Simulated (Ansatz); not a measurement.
C6H17GeNO, SMILES `C[O][GeH]([CH3])[NH]C(C)(C)C`. Total charge 0; spin multiplicity 1. All single points use the PBE0-D4/def2-TZVP geometry. It is one conformer, not always the lowest.

```xyz
26

C    -0.418    1.559    2.897
O    -0.470    0.573    1.901
Ge    1.028    0.210    0.977
C     2.204   -0.909    2.043
N     0.584   -0.717   -0.522
C    -0.473   -0.347   -1.464
C    -0.457    1.162   -1.665
C    -0.180   -1.040   -2.791
C    -1.846   -0.780   -0.948
H     0.147    1.230    3.780
H     0.033    2.495    2.537
H    -1.439    1.782    3.219
H     1.639    1.587    0.639
H     2.474   -0.399    2.969
H     3.118   -1.135    1.492
H     1.701   -1.843    2.296
H     0.615   -1.718   -0.383
H    -0.713    1.686   -0.740
H     0.528    1.499   -1.996
H    -1.191    1.449   -2.420
H    -0.157   -2.127   -2.661
H     0.791   -0.725   -3.179
H    -0.948   -0.809   -3.534
H    -1.876   -1.864   -0.808
H    -2.054   -0.307    0.014
H    -2.638   -0.511   -1.653
```

Q: What is the dipole moment at B3LYP/def2-TZVPP? (Best estimate.)

A: The calculation gave: 0.84 D, with components (0.73, -0.26, 0.32) D in this frame, pointing from negative to positive charge.

Q: And with PBE, r2SCAN, ωB97M-V? (Best estimate.)

A: Computed: PBE 0.81 D, r2SCAN 0.82 D, ωB97M-V 0.85 D.

Q: Give the Mulliken charges with B3LYP, ωB97M-V, PBE in def2-TZVPP. (Estimate.)

A: Computed: 
```json
{"atom": "C1", "B3LYP": "-0.12", "ωB97M-V": "-0.18", "PBE": "-0.14"}
{"atom": "O2", "B3LYP": "-0.43", "ωB97M-V": "-0.41", "PBE": "-0.35"}
{"atom": "Ge3", "B3LYP": "0.48", "ωB97M-V": "0.41", "PBE": "0.39"}
{"atom": "C4", "B3LYP": "-0.37", "ωB97M-V": "-0.42", "PBE": "-0.36"}
{"atom": "N5", "B3LYP": "-0.34", "ωB97M-V": "-0.30", "PBE": "-0.29"}
{"atom": "C6", "B3LYP": "0.31", "ωB97M-V": "0.05", "PBE": "0.29"}
{"atom": "C7", "B3LYP": "-0.33", "ωB97M-V": "-0.36", "PBE": "-0.30"}
{"atom": "C8", "B3LYP": "-0.26", "ωB97M-V": "-0.29", "PBE": "-0.26"}
{"atom": "C9", "B3LYP": "-0.28", "ωB97M-V": "-0.29", "PBE": "-0.26"}
{"atom": "H10", "B3LYP": "0.08", "ωB97M-V": "0.10", "PBE": "0.08"}
{"atom": "H11", "B3LYP": "0.08", "ωB97M-V": "0.10", "PBE": "0.08"}
{"atom": "H12", "B3LYP": "0.10", "ωB97M-V": "0.12", "PBE": "0.09"}
{"atom": "H13", "B3LYP": "-0.04", "ωB97M-V": "0.01", "PBE": "-0.04"}
{"atom": "H14", "B3LYP": "0.10", "ωB97M-V": "0.12", "PBE": "0.10"}
{"atom": "H15", "B3LYP": "0.11", "ωB97M-V": "0.14", "PBE": "0.11"}
{"atom": "H16", "B3LYP": "0.10", "ωB97M-V": "0.13", "PBE": "0.11"}
{"atom": "H17", "B3LYP": "0.10", "ωB97M-V": "0.09", "PBE": "0.10"}
{"atom": "H18", "B3LYP": "0.09", "ωB97M-V": "0.12", "PBE": "0.08"}
{"atom": "H19", "B3LYP": "0.10", "ωB97M-V": "0.13", "PBE": "0.09"}
{"atom": "H20", "B3LYP": "0.08", "ωB97M-V": "0.11", "PBE": "0.07"}
{"atom": "H21", "B3LYP": "0.07", "ωB97M-V": "0.10", "PBE": "0.06"}
{"atom": "H22", "B3LYP": "0.08", "ωB97M-V": "0.11", "PBE": "0.08"}
{"atom": "H23", "B3LYP": "0.07", "ωB97M-V": "0.09", "PBE": "0.06"}
{"atom": "H24", "B3LYP": "0.06", "ωB97M-V": "0.09", "PBE": "0.06"}
{"atom": "H25", "B3LYP": "0.10", "ωB97M-V": "0.12", "PBE": "0.09"}
{"atom": "H26", "B3LYP": "0.06", "ωB97M-V": "0.10", "PBE": "0.06"}
```

B3LYP here is the variant with VWN-RPA as its local correlation; programs differ in this.
